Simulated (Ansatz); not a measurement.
A geometry relaxed with Ansatz (an electronic-structure program) with PBE0-D3(BJ)/def2-SVP, charge 0, multiplicity 1:

```xyz
29

C      3.1921    -0.1403     0.7275
H      2.8267     0.0860     1.7426
H     -1.4659     0.8895     1.5821
H     -1.1540    -1.5381     2.3092
Sn     0.2561    -0.1036    -0.2732
H     -1.6390     1.7457    -2.2634
C     -2.6101    -1.1811    -0.8565
C      0.4128     1.6735    -1.5093
H     -0.8950    -2.5127    -0.7471
H      3.3633     0.8262     0.2261
H     -1.3836     2.6977    -0.7914
H      2.0666    -1.9834     0.4616
H      0.1864     1.2519     2.0797
C     -0.4974    -0.7287     2.6686
C     -0.9130     2.3883    -1.7390
H     -2.8212    -1.1506     0.2246
H      0.8668     1.3701    -2.4674
H     -0.9587    -1.5539    -2.2247
H     -2.8956    -0.1981    -1.2641
C      2.2120    -1.0145    -0.0442
H      4.1782    -0.6221     0.8408
H     -0.7917     3.2990    -2.3500
H      1.1406     2.3444    -1.0230
H     -0.8656    -0.4360     3.6667
C     -1.1507    -1.5148    -1.1398
H     -3.2967    -1.9237    -1.2976
H      0.5027    -1.1698     2.8119
H      2.5974    -1.2472    -1.0504
C     -0.4634     0.4463     1.6998
```

Write the SMILES of this molecule.

`C[CH2][Sn]([CH2]C)([CH2]C)[CH2]C`
